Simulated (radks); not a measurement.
Removal energies from the samarium ion Sm+, [Xe] 4f(5/2: 6, 7/2: 0) 6s1, by Delta-SCF beside the eigenvalue of the level emptied. Method: Dirac Kohn-Sham, relativistic LDA (MacDonald-Vosko exchange, VWN5 correlation), spin-unpolarised, spherical densities, finite nucleus; Fermi nuclear charge, rms radius of each element as measured or else 0.836 A^(1/3) + 0.57 fm; computed with a radial shooting solver on a logarithmic mesh with Libxc functionals. Sub-shells are occupied by j as written (lower j first in brackets).

| removed from | final configuration | Delta-SCF (eV) | -eigenvalue (eV) |
|---|---|---|---|
| 6s1/2 | [Xe] 4f(5/2: 6, 7/2: 0) | 11.253 | 8.645 |
| 4f5/2 | [Xe] 4f(5/2: 5, 7/2: 0) 6s1 | 16.578 | 9.055 |
| 5p3/2 | [Kr] 4d10 4f(5/2: 6, 7/2: 0) 5s2 5p(1/2: 2, 3/2: 3) 6s1 | 33.949 | 28.366 |
| 5p1/2 | [Kr] 4d10 4f(5/2: 6, 7/2: 0) 5s2 5p(1/2: 1, 3/2: 4) 6s1 | 37.708 | 31.916 |
